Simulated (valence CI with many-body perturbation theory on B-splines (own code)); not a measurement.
## Energy levels of Pb⁷⁷⁺

Level of theory: valence CI with perturbative core correlation (CI+MBPT): three valence electrons over a frozen Dirac-Fock core [He], a basis of 11 s, 11 p, 10 d, 8 f, 5 g, 2 h functions for each j, with the one-electron correlation potential Σ1, the two-electron term Σ2, the three-electron term Σ3, Breit, model QED; selected CI, second order for the rest, scaled by the run's own slope (own B-spline code, finite nucleus).

No measured spectrum was set against this ion. As an estimate, large intervals hold to a few tenths of a per cent, small ones and those within an open d or f shell to about a per cent.

Levels 91 to 135 of 167, with energies above the lowest level, (2s^2 2p1/2) J=1/2. "Leading %" is the weight of the configuration and term that name the level; weights of strongly mixed levels are sums over their largest components and can fall short. In the jj column 3d3/2^4 stands for four electrons in 3d with j = 3/2. Lifetimes count E1, E2, E3, M1 and M2 decay at the calculated energies, and are blank where another channel may lead or the interval is too uncertain; long ones can be off by a factor of two.

```tsv
No.	Configuration	Term	J	E (eV)	Leading %	Lifetime	Leading jj	Second component
91	2p²3p	²P°	1/2	17349	87	1.49 fs	2p1/2 2p3/2 3p3/2 (99 %)	8 % 2p²3p ⁴D°
92	2p²3d	²G	7/2	17354	56	8.32 fs	2p1/2 2p3/2 3d3/2 (100 %)	25 % 2p²3d ²F
93	2p²3d	²D	5/2	17372	38	313 as	2p1/2 2p3/2 3d3/2 (99 %)	32 % 2p²3d ²F
94	2p²3d	²D	3/2	17378	47	306 as	2p1/2 2p3/2 3d3/2 (100 %)	18 % 2p²3d ²P
95	2p²3d	²P	1/2	17390	39	291 as	2p1/2 2p3/2 3d3/2 (100 %)	31 % 2p²3d ⁴P
96	2p²3d	⁴D	7/2	17511	46	9.88 fs	2p1/2 2p3/2 3d5/2 (100 %)	39 % 2p²3d ⁴F
97	2p²3d	²G	9/2	17529	65	23.2 fs	2p1/2 2p3/2 3d5/2 (100 %)	35 % 2p²3d ⁴F
98	2p²3d	²P	3/2	17532	42	537 as	2p1/2 2p3/2 3d5/2 (100 %)	24 % 2p²3d ⁴P
99	2p²3d	²F	5/2	17534	44	442 as	2p1/2 2p3/2 3d5/2 (100 %)	18 % 2p²3d ⁴D
100	2p²3d	²D	5/2	17552	55	279 as	2p1/2 2p3/2 3d5/2 (99 %)	31 % 2p²3d ⁴P
101	2p²3d	²F	7/2	17560	71	258 as	2p1/2 2p3/2 3d5/2 (100 %)	13 % 2p²3d ⁴F
102	2p²3d	²D	3/2	17570	57	380 as	2p1/2 2p3/2 3d5/2 (100 %)	29 % 2p²3d ²P
103	2p²3d	²P	1/2	17576	56	365 as	2p1/2 2p3/2 3d5/2 (100 %)	38 % 2p²3d ²S
104	2s²4s	²S	1/2	18249	98	3.10 fs	2s^2 4s (98 %)	
105	2s²4p	²P°	1/2	18291	98	5.49 fs	2s^2 4p1/2 (98 %)	
106	2s2p4s	⁴P°	1/2	18461	77	3.36 fs	2s 2p1/2 4s (100 %)	22 % 2s2p4s ²P°
107	2s2p4s	⁴P°	3/2	18495	57	3.24 fs	2s 2p1/2 4s (99 %)	42 % 2s2p4s ²P°
108	2s2p4p	⁴D	1/2	18499	66	2.81 fs	2s 2p1/2 4p1/2 (100 %)	21 % 2s2p4p ²P
109	2s2p4s	²P°	1/2	18506	87	3.44 fs	2s 2p1/2 4s (100 %)	12 % 2s2p4s ⁴P°
110	2s2p4p	⁴D	3/2	18533	39	1.82 fs	2s 2p1/2 4p1/2 (100 %)	35 % 2s2p4p ²D
111	2s2p4p	⁴P	1/2	18547	41	3.28 fs	2s 2p1/2 4p1/2 (100 %)	29 % 2s2p4p ²S
112	2s²4p	²P°	3/2	18580	97	9.09 fs	2s^2 4p3/2 (97 %)	
113	2s²4d	²D	3/2	18606	98	865 as	2s^2 4d3/2 (98 %)	
114	2s²4d	²D	5/2	18682	98	935 as	2s^2 4d5/2 (98 %)	
115	2s²4f	²F°	5/2	18696	98	1.80 fs	2s^2 4f5/2 (98 %)	
116	2s²4f	²F°	7/2	18732	98	1.88 fs	2s^2 4f7/2 (98 %)	
117	2s2p4p	⁴P	3/2	18791	30	4.07 fs	2s 2p1/2 4p3/2 (100 %)	27 % 2s2p4p ⁴D
118	2s2p4d	⁴F°	3/2	18814	58	1.56 fs	2s 2p1/2 4d3/2 (100 %)	15 % 2s2p4d ²D°
119	2s2p4p	²P	1/2	18818	21	2.18 fs	2s 2p1/2 4p3/2 (62 %)	17 % 2p²4s ⁴P
120	2s2p4p	²D	5/2	18828	42	9.69 fs	2s 2p1/2 4p3/2 (100 %)	41 % 2s2p4p ⁴D
121	2s2p4p	²D	3/2	18829	39	2.55 fs	2s 2p1/2 4p3/2 (100 %)	25 % 2s2p4p ²P
122	2s2p4d	⁴F°	5/2	18849	39	2.59 fs	2s 2p1/2 4d3/2 (99 %)	36 % 2s2p4d ²F°
123	2p²4s	⁴P	1/2	18849	28	2.77 fs	2p1/2^2 4s (61 %)	20 % 2p²4s ²S
124	2s2p4d	⁴D°	1/2	18852	42	523 as	2s 2p1/2 4d3/2 (80 %)	34 % 2s2p4d ²P°
125	2s2p4d	²D°	3/2	18855	26	812 as	2s 2p1/2 4d3/2 (100 %)	22 % 2s2p4d ²P°
126	2p²4p	²P°	1/2	18876	37	4.25 fs	2p1/2^2 4p1/2 (79 %)	30 % 2p²4p ⁴D°
127	2p²3s	⁴P	5/2	18880	66	4.40 fs	2p3/2^2 3s (100 %)	34 % 2p²3s ²D
128	2p²3s	²P	3/2	18893	55	1.73 fs	2p3/2^2 3s (100 %)	34 % 2p²3s ²D
129	2s2p4d	⁴D°	5/2	18894	27	932 as	2s 2p1/2 4d5/2 (100 %)	26 % 2s2p4d ⁴P°
130	2s2p4f	⁴G	5/2	18905	44	1.83 fs	2s 2p1/2 4f5/2 (100 %)	19 % 2s2p4f ⁴F
131	2s2p4d	²F°	7/2	18929	42	927 as	2s 2p1/2 4d5/2 (100 %)	35 % 2s2p4d ⁴F°
132	2s2p4d	²F°	5/2	18932	37	933 as	2s 2p1/2 4d5/2 (100 %)	28 % 2s2p4d ²D°
133	2s2p4d	²P°	3/2	18934	39	943 as	2s 2p1/2 4d5/2 (100 %)	30 % 2s2p4d ²D°
134	2s2p4f	⁴G	7/2	18940	46	1.87 fs	2s 2p1/2 4f7/2 (62 %)	28 % 2s2p4f ⁴F
135	2s2p4f	²G	7/2	18941	49	1.86 fs	2s 2p1/2 4f5/2 (62 %)	28 % 2s2p4f ²F
```

Where two levels of one J and parity lie close, their mixing, g and order are uncertain.
